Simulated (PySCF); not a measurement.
**Radial density of Si (silicon, neutral)**

UHF, [Ne] 3s2 3p2, high-spin 3P determinant. All numbers are calculated (PySCF 2.14, scalar relativity by spin-free X2C-1e, in x2c-QZVPPall with one added diffuse shell each of s, p, d, f type (10s7p5d3f1g, 86 functions)).

```csv
r (bohr),4πr²ρ (e/bohr),4πr²(ρα − ρβ)
0.00224,0.1185,0.0000
0.00377,0.3127,0.0000
0.00635,0.8034,-0.0001
0.0107,1.971,-0.0002
0.0180,4.474,-0.0003
0.0302,8.885,-0.0003
0.0508,14.10,0.0017
0.0855,15.61,0.0131
0.144,11.19,0.0517
0.242,10.50,0.1186
0.407,14.43,0.1114
0.684,8.213,-0.0076
1.15,1.872,0.2229
1.94,1.843,0.7784
3.26,0.8339,0.5096
5.48,0.07450,0.0605
9.21,0.0006766,0.0007
```

Densities and radii are taken from the X2C orbitals without a picture-change correction, which distorts them close to the nucleus.

Where is the radial spin density 4πr²(ρα − ρβ) most negative, and why is it negative at all?

Around r = 0.684 bohr, down to -0.0076 e/bohr: exchange with the open shell polarises the paired shells in an unrestricted calculation.
